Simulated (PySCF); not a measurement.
# Relaxation of singlet Cd(OH)₂

These are results of PBE0/[Cd def2-TZVP with ECP28, O def2-TZVP, H def2-TZVP], scalar-relativistic core potentials, density fitting, no spin–orbit coupling, PySCF, not measurements. A (50,194) grid was used.

A hand-made linear (heavy-atom frame) start, of C2h symmetry, held to at least that symmetry:

```xyz
5
charge 0 multiplicity 1, angstrom
Cd    0.0000    0.0000    0.0000
O     0.0000    0.0000    1.9900
O     0.0000    0.0000   -1.9900
H    -0.7354    0.0000    2.6071
H     0.7354    0.0000   -2.6071
```

Optimiser trace:
```tsv
step	E − E(last) (kJ/mol)	largest gradient (Eh/bohr)
0	19.80	0.01117
1	9.13	0.00970
2	1.69	0.01158
3	0.35	0.00544
4	0.01	0.00088
5	0.00	0.00023
```

It ends at C2h with Cd–O 1.959 Å (×2), O–H 0.960 Å (×2); Cd–O–H 112.6° (×2), O–Cd–O 180.0°. A frequency run shows 1 imaginary mode, down to 137i cm⁻¹, so it is a saddle point. Other isomers or separated fragments may lie lower.

The relaxation took roughly 29 core-seconds on a shared host.
